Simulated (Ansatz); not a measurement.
MBr2 with several metals: gap (eV) at several levels, gas phase, relaxed structures; Ansatz. HOMO and LUMO are taken over both spins. Singlets are spin-restricted. A dash marks a value that wasn't run or was left out as unsound. The structures are stationary points that may keep the symmetry of their start. Remarks come from the PBE and PBE0 runs and from stability tests at other levels; not every state was tested. HOMO above LUMO (over both spins in singlets and doublets, within one spin in higher multiplets; at PBE or PBE0), or a gap under 0.15 eV within one spin, warns that the state may not be the lowest or that an electron is smeared out.

```csv
species,state,geometry,PBE-D4/def2-SVP,PBE-D4/def2-TZVP,B3LYP-D4/def2-TZVP,PBE0-D4/def2-TZVP,LC-ωPBE/def2-TZVP,remarks
FeBr2,quintet,PBE-D4/def2-TZVP,0.14,0.43,3.76,4.61,9.45,gap within one spin near zero
CrBr2,quintet,PBE-D4/def2-TZVP,0.01,0.03,2.45,2.99,7.92,"near-degenerate levels, gap within one spin near zero, spin-contaminated (⟨S²⟩ up to 6.12)"
MnBr2,sextet,B3LYP-D4/def2-TZVP,2.16,2.23,–,5.13,–,–
CoBr2,quartet,PBE0-D4/def2-TZVP,0.81,0.52,3.84,4.60,9.14,–
```

(1) Estimate the column for r2SCAN-D4/def2-TZVP.

(1) FeBr2 1.23; CrBr2 0.48; MnBr2 3.36; CoBr2 1.66.

Over the 3 species that have every level, the mean is 0.32 at PBE-D4/def2-SVP, 0.33 at PBE-D4/def2-TZVP, 1.12 at r2SCAN-D4/def2-TZVP, 3.35 at B3LYP-D4/def2-TZVP, 4.06 at PBE0-D4/def2-TZVP, 8.84 at LC-ωPBE/def2-TZVP. Orbital gaps grow with the share of exact exchange and aren't one observable across functionals.
